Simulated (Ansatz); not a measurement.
Species: SeCl, charge 0, multiplicity 2. 
Structure (B3LYP-D3(BJ)/def2-TZVP (Ansatz, a program for electronic structure) minimum search):
```
Se
Cl 1 2.1470
```
Charge 0, spin multiplicity 2.

Parts of the frozen-core correlation energy in def2-SVP (Ansatz, hartree). Frozen orbitals: 19; correlated occupied orbitals by spin: 7 and 6; virtual: 24 and 25. Open shells are spin-unrestricted. Spin-orbit coupling is left out. Non-relativistic.

| term | value |
|---|---|
| reference (HF) | -2858.88419 |
| MP2 opposite-spin | -0.16757 |
| MP2 same-spin | -0.05837 |
| CCSD correlation | -0.25286 |
| (T) | -0.00650 |
| CCSDT minus CCSD(T) | -0.00079 |
| T1 diagnostic | 0.018 |
| largest doubles amplitude | 0.093 |
| <S^2> of the reference | 0.759 |
